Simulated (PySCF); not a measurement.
B3LYP has the VWN-RPA correlation part, as in Gaussian. Excitations are Tamm–Dancoff values on a coarser integration grid. The basis has no diffuse functions, so Rydberg states are missing or too high.

Cartesian coordinates (Å):
SMILES: BSC
```xyz
8

B      1.5120     0.4022     0.3972
S     -0.1000     0.9235     0.8593
C     -1.2009    -0.2974     0.0893
H      2.4130     1.0620     0.7948
H      1.6662    -0.5617    -0.2790
H     -2.2247    -0.0122     0.3182
H     -1.0026    -1.2859     0.4940
H     -1.0588    -0.3010    -0.9877
```
Charge 0, multiplicity 1.

Q: Give the LUMO, brightest of the four lowest singlets (TDA) and T1 excitation (TDA) at the level B3LYP-D3(BJ)/def2-TZVP // M06-2X/def2-TZVP run with PySCF.

A: 
| Item | Result |
|---|---|
| LUMO | -1.36 eV |
| brightest of the four lowest singlets (TDA) | 5.99 eV |
| T1 excitation (TDA) | 4.21 eV |
